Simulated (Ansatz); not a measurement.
Total energies of C$_{9}$H$_{18}$N$_{2}$Ti, SMILES `C[N](C)[Ti]1234([CH3])([NH2])[C@@H]5[C@H]1[C@H]2[C@@]3(C)[C@@H]54`.

```xyz
30

C    -1.929    0.461    2.129
N    -1.356   -0.201    0.987
C    -2.358   -0.610    0.037
Ti    0.486   -0.247    0.523
C     0.677   -2.213   -0.243
N     1.328   -0.327    2.220
C     2.465    0.894   -0.238
C     1.531    1.850    0.211
C     0.410    1.799   -0.644
C     0.639    0.802   -1.617
C    -0.268    0.437   -2.743
C     1.912    0.241   -1.354
H    -1.150    0.743    2.838
H    -2.648   -0.194    2.645
H    -2.476    1.373    1.841
H    -3.067   -1.318    0.491
H    -1.907   -1.113   -0.821
H    -2.945    0.244   -0.338
H     0.151   -2.878    0.451
H     1.721   -2.535   -0.300
H     0.231   -2.336   -1.236
H     0.942   -0.974    2.899
H     2.181    0.072    2.578
H     3.413    0.663    0.224
H     1.640    2.492    1.073
H    -0.484    2.399   -0.559
H    -0.250   -0.636   -2.945
H    -1.299    0.730   -2.538
H     0.042    0.946   -3.661
H     2.366   -0.564   -1.911
```

The species carries charge 0 and has multiplicity 1. Correlated methods include outer-core shells of Ti, which these sets cover unevenly. Scalar relativity is left out up to krypton. Geometry: relaxed with PBE0-D4/def2-TZVP. It is one conformer, not always the lowest. Basis def2-TZVPP, Ansatz 0.2.0.

RPA on PBE orbitals: Hartree–Fock energy of these orbitals -1308.62851 Eh, correlation -3.87751 Eh (frozen core).

| functional | energy without D4 (Eh) | D4 term (kJ/mol) |
| --- | --- | --- |
| PBE | -1312.18459 | -89.4 |
| revPBE | -1312.77417 | -250.6 |
| r2SCAN | -1312.72311 | -26.6 |
| PBE0 | -1312.24741 | -77.9 |
| r2SCANh | -1312.68529 | -28.0 |
| r2SCAN0 | -1312.63255 | -30.6 |
| BHLYP | -1312.65809 | -106.2 |
| LC-ωPBE | -1312.51851 | – |
| B2PLYP | -1312.43587 | – |
| PBE-QIDH | -1312.07959 | – |

Give the same for LDA (SPW92), BLYP, B97M-V, B3LYP, HSE06 (plane-wave form), CAM-B3LYP, ωB97X-V, ωB97M-V. (Best estimate.)

Computed: 
| functional | energy without D4 (Eh) | D4 term (kJ/mol) |
| --- | --- | --- |
| LDA (SPW92) | -1306.80327 | – |
| BLYP | -1312.81009 | -186.4 |
| B97M-V | -1312.81455 | – |
| B3LYP | -1313.03688 | -139.8 |
| HSE06 (plane-wave form) | -1312.21185 | -73.0 |
| CAM-B3LYP | -1312.77337 | -79.6 |
| ωB97X-V | -1312.75538 | – |
| ωB97M-V | -1312.72986 | – |

B3LYP takes the VWN-RPA correlation (the form of Gaussian; ORCA's B3LYP/G). HSE06 is the plane-wave form, built on full-range PBE exchange. The double hybrids freeze the cores in their second-order part.

LC-ωPBE has ω = 0.4 bohr⁻¹.
